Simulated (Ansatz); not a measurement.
A run for Ansatz (an electronic-structure program): R-B3LYP/def2-TZVPP on FHSeTe (SMILES F[Te][SeH]), a point of a torsion scan. Elements past Kr take the def2 small-core potentials; no spin–orbit coupling.

Ansatz 0.2 input:
```yaml
crystal:
  periodic: [false, false, false]
  atoms:
    - {symbol: F, position_ang: [1.67640907, -0.84247174, 0.22462543]}
    - {symbol: Te, position_ang: [1.04211402, 0.96001438, -0.35092724]}
    - {symbol: Se, position_ang: [-1.31107908, 0.57150132, 0.40784665]}
    - {symbol: H, position_ang: [-1.27291192, -0.84840624, 0.17106105]}
basis:
  gaussian:
    orbitals: def2-TZVPP
hamiltonian:
  xc: {name: B3LYP}
scf: {lower_state_search: off}
```

Task: Give the final energy of this run.

Result: -2770.2024 hartree.
